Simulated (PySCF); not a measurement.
cyclotrisilazane (H9N3Si3), SMILES N1[SiH2]N[SiH2]N[SiH2]1. Coordinates come from a B3LYP-D3(BJ)/def2-SVP optimisation.

Computed equilibrium geometry at B3LYP-D3(BJ)/def2-SVP (PySCF confirms it by a frequency run) as bond lengths and angles, and its point group:
point group Cs.
Atoms: Si1 N2 Si3 N4 Si5 N6 H7 H8 H9 H10 H11 H12 H13 H14 H15. Bond lengths (Å): Si1–N2 1.751, Si1–N6 1.751, Si1–H7 1.491, Si1–H8 1.489, N2–Si3 1.739, N2–H9 1.016, Si3–N4 1.749, Si3–H10 1.496, Si3–H11 1.495, N4–Si5 1.749, N4–H12 1.017, Si5–N6 1.739, Si5–H13 1.495, Si5–H14 1.496, N6–H15 1.016. Bond angles (°): N2–Si1–N6 110.0, N2–Si1–H7 108.5, N2–Si1–H8 110.0, N6–Si1–H7 108.5, N6–Si1–H8 110.0, H7–Si1–H8 109.8, Si1–N2–Si3 121.4, Si1–N2–H9 117.6, Si3–N2–H9 118.7, N2–Si3–N4 104.7, N2–Si3–H10 108.4, N2–Si3–H11 115.7, N4–Si3–H10 115.3, N4–Si3–H11 105.8, H10–Si3–H11 107.2, Si3–N4–Si5 129.7, Si3–N4–H12 115.1, Si5–N4–H12 115.1, N4–Si5–N6 104.7, N4–Si5–H13 105.8, N4–Si5–H14 115.3, N6–Si5–H13 115.7, N6–Si5–H14 108.4, H13–Si5–H14 107.2, Si1–N6–Si5 121.4, Si1–N6–H15 117.6, Si5–N6–H15 118.7.
